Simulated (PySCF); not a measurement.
## A search over the determinants of SiBi

Unrestricted PBE0; basis Si cc-pV(D+d)Z, Bi cc-pVDZ-PP with ECP60; scalar-relativistic core potentials; PySCF 2.14. Outer shells of the fragments: Si 3s2 3p2; Bi 5d10 6s2 6p3.

Followed along the bond (rough minima from three points):

| 2Ms+1 | unpaired | ⟨S²⟩ at the start | R at minimum (Å) | Te (eV) |
| --- | --- | --- | --- | --- |
| 2 | π ↑ | 0.81 | 2.46 | 0.00 |
| 2 | σ ↑ | 1.13 | 2.35 | 0.27 |
| 4 | σ ↑, π ↑↑ | 3.76 | 2.58 | 1.48 |
| 4 | π ↑↑↑ | 3.76 | none in the scan | ≤ 1.05 |
| 2 | π ↑↑↓ | 1.76 | none in the scan | ≤ 1.39 |

Solutions found at the starting distance of 2.575 Å, counted from the lowest of them; the search is not exhaustive and high or unbound solutions are not listed, so other states can lie among these:

| 2Ms+1 | unpaired | term | E (eV) | ⟨S²⟩ | ⟨Lz²⟩ | μ (D) |
| --- | --- | --- | --- | --- | --- | --- |
| 2 | π ↑ | ²Π | 0.00 | 0.81 | 1.01 | 0.42 |
| 2 | σ ↑ | mixed | 0.49 | 1.13 | 0.00 | 0.43 |
| 4 | π ↑↑↑ | ⁴Π | 1.08 | 3.76 | 1.01 | 1.23 |
| 4 | σ ↑, π ↑↑ | mixed | 1.40 | 3.76 | 2.01 | 0.64 |
| 2 | π ↑↑↓ | mixed | 1.43 | 1.76 | 3.02 | 1.22 |
| 2 | σ ↓, π ↑↑ | mixed | 1.81 | 1.77 | 2.01 | 0.79 |

A term symbol is given only where ⟨S²⟩ and ⟨Lz²⟩ are close to those of a pure state; real π, δ and φ orbitals otherwise mix terms. A positive dipole means Si(−)Bi(+).

Question: Compare the gap between the two lowest followed solutions at the starting distance with the gap between their minima.

Answer: At PBE0 the second solution (Ms = 0.5 of mixed spin, unpaired electrons σ ↑) lies +0.49 eV from the first (doublet, unpaired electrons π ↑) at 2.575 Å and +0.27 eV at the minima; the two curves relax by different amounts, since their minima lie near 2.35 and 2.46 Å.

Spin–orbit coupling is left out, which matters for elements this heavy, above all for dissociation energies. Counting both spins, an empty level lies below a filled one in some of these solutions, because spin and occupation are held.
